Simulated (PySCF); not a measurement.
Computed with TPSSh-D3(BJ)/def2-TZVP // PBE-D3(BJ)/def2-SVP (PySCF). Gas-phase values, no solvent. One relaxed conformer stands for a flexible species; it need not be the lowest. 

Reference species: [Ta(F)3(NH2)2] (neutral, multiplicity 1).

| Item | Result |
|---|---|
| mean distance from the central atom to its bonded neighbours | 1.938 Å |
| coordination number | 5 |

Changed species: [Ta(F)(NH2)4] (4 of 5 F replaced by NH2; the reference has 2 of 5 F replaced by NH2).

Question: Give the shifts of the mean distance from the central atom to its bonded neighbours and coordination number.

Answer: the mean distance from the central atom to its bonded neighbours rises by 0.060 Å, to 1.998 Å; the coordination number stays essentially unchanged.
